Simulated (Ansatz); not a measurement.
CH7GaO2SSi, SMILES `C[O][Ga]([SH])[O][SiH3]`. Total charge 0; spin multiplicity 1. The geometry is a stationary point of PBE0-D4/def2-TZVP. It is one conformer, not always the lowest.

```xyz
13

C     0.357    0.716   -1.765
O     0.315   -0.679   -1.571
Ga    0.003   -1.432    0.004
S    -0.076   -3.596    0.178
O    -0.226   -0.436    1.450
Si   -0.378    1.104    1.961
H     0.953    0.921   -2.659
H    -0.646    1.127   -1.922
H     0.817    1.253   -0.927
H     0.159   -3.750   -1.137
H    -1.410    1.833    1.172
H     0.910    1.840    1.823
H    -0.779    1.099    3.391
```

What is the dipole moment at ωB97M-V/def2-TZVPP? (Estimate.)

Computed: 1.13 D, with components (0.13, 0.52, -0.99) D in this frame, pointing from negative to positive charge.

And with PBE, r2SCAN, B3LYP? (Best estimate.)

The calculation gave: PBE 1.16 D, r2SCAN 1.20 D, B3LYP 1.15 D.

Give the Mulliken charges with ωB97M-V, r2SCAN, PBE in def2-TZVPP. (An estimate is asked.)

Ansatz gave: 
```json
{"atom": "C1", "ωB97M-V": "-0.18", "r2SCAN": "0.01", "PBE": "-0.13"}
{"atom": "O2", "ωB97M-V": "-0.39", "r2SCAN": "-0.40", "PBE": "-0.32"}
{"atom": "Ga3", "ωB97M-V": "0.58", "r2SCAN": "0.59", "PBE": "0.47"}
{"atom": "S4", "ωB97M-V": "-0.22", "r2SCAN": "-0.23", "PBE": "-0.22"}
{"atom": "O5", "ωB97M-V": "-0.42", "r2SCAN": "-0.43", "PBE": "-0.32"}
{"atom": "Si6", "ωB97M-V": "0.28", "r2SCAN": "0.42", "PBE": "0.31"}
{"atom": "H7", "ωB97M-V": "0.12", "r2SCAN": "0.06", "PBE": "0.10"}
{"atom": "H8", "ωB97M-V": "0.12", "r2SCAN": "0.06", "PBE": "0.10"}
{"atom": "H9", "ωB97M-V": "0.10", "r2SCAN": "0.05", "PBE": "0.09"}
{"atom": "H10", "ωB97M-V": "0.13", "r2SCAN": "0.12", "PBE": "0.13"}
{"atom": "H11", "ωB97M-V": "-0.05", "r2SCAN": "-0.09", "PBE": "-0.07"}
{"atom": "H12", "ωB97M-V": "-0.04", "r2SCAN": "-0.09", "PBE": "-0.07"}
{"atom": "H13", "ωB97M-V": "-0.04", "r2SCAN": "-0.08", "PBE": "-0.07"}
```

B3LYP here is the variant with VWN-RPA as its local correlation; programs differ in this.
